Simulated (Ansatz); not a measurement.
## Reading a saddle point

A first-order saddle point of SiH$_{5}$Br, singlet, PBE0-D4/def2-TZVP, with one imaginary mode of 794i cm⁻¹:

```
7
angstrom
Si -0.4737 -0.2617 0.1448
Br 1.3464 0.1143 -1.7786
H -1.4430 0.3156 -0.8003
H -1.0618 -0.0468 1.5057
H -0.0662 -1.6759 0.1116
H 1.0326 0.7205 0.0082
H 0.6656 0.8340 0.8086
```

Ansatz 0.2.0; basis: def2-TZVPP and def2-QZVPP; cores frozen in the correlated methods. Filled d shells of the heavier atoms are correlated. The def2 sets are not built for correlating such inner shells, so the correlated values are less sure here. Extrapolation: Hartree–Fock as exp(−7.88 √X), correlation as X^−2.97.

**Question.** Which contacts change along the imaginary mode, and what lies on either side? (Judge from chemistry; the calculation decides.)

**Answer.** Computed: The step is SiH₃Br ([SiH3][Br]) + H₂ → SiH₄ + HBr, with the molecules in contact on both sides. Shortening one way: Si1–H7, Br2–H6; lengthening the same way: Si1–Br2, H6–H7.
| pair | one side (Å) | saddle (Å) | other side (Å) |
| --- | --- | --- | --- |
| Si1–H7 | 4.26 | 1.71 | 1.49 |
| Br2–H6 | 3.27 | 1.91 | 1.42 |
| Si1–Br2 | 2.22 | 2.67 | 4.19 |
| H6–H7 | 0.75 | 0.89 | 2.14 |

**Question.** Which side is lower, and how far does the saddle lie above each? (An estimate is asked for; the value comes from the calculation.)

**Answer.** The calculation gives: The side with Si1–Br2, H6–H7 short is lower by 0.718 eV; the saddle lies 2.346 eV above it and 1.628 eV above the other (CCSD(T) at an estimated basis limit (MP2 extrapolated from triple and quadruple zeta, plus CCSD(T) − MP2 in triple zeta); electronic energies).

T1 diagnostic: at most 0.010.

Labels in which every atom is bracketed show which atoms are joined, not bond orders.

For scale, one of the runs: CCSD(T)/def2-TZVPP, 160 basis functions, launched by `ansatz run in.yaml --threads 2 --pin off --events-out ev --progress --plain --max-ram 4352MiB`. Time: 11 s of wall clock on 2 CPU threads; the host was shared. Peak host memory: 1.1 GiB.
